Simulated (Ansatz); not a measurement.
Cartesian coordinates in Å:
```
C 0.466 0.628 -1.371
Hf 0.067 -0.023 0.717
O -1.770 0.408 1.051
O 0.481 -1.894 0.762
F 1.253 0.997 1.827
H -0.174 0.102 -2.087
H 0.282 1.702 -1.495
H 1.506 0.435 -1.657
H -2.675 0.473 1.333
H 0.562 -2.828 0.920
```

Total charge 0; spin multiplicity 1. Hf: def2 effective core potential.

**Question.** List the B3LYP/def2-TZVPP orbital energies in eV (Ansatz 0.2.0). (Estimate.)

**Answer.** Ansatz gave: Occupied: -670.46, -520.45, -520.45, -275.65, -67.33, -36.46, -36.26, -35.75, -30.09, -26.49, -26.23, -17.99, -14.19, -13.68, -11.60, -11.08, -11.00, -10.56, -10.42, -9.55, -9.41, -9.25, -9.12, -7.36. Lowest empty: -0.42, 0.10, 0.30, 0.72, 0.75, 1.16, 1.26, 1.52.

B3LYP here is the variant with VWN-RPA as its local correlation; programs differ in this.
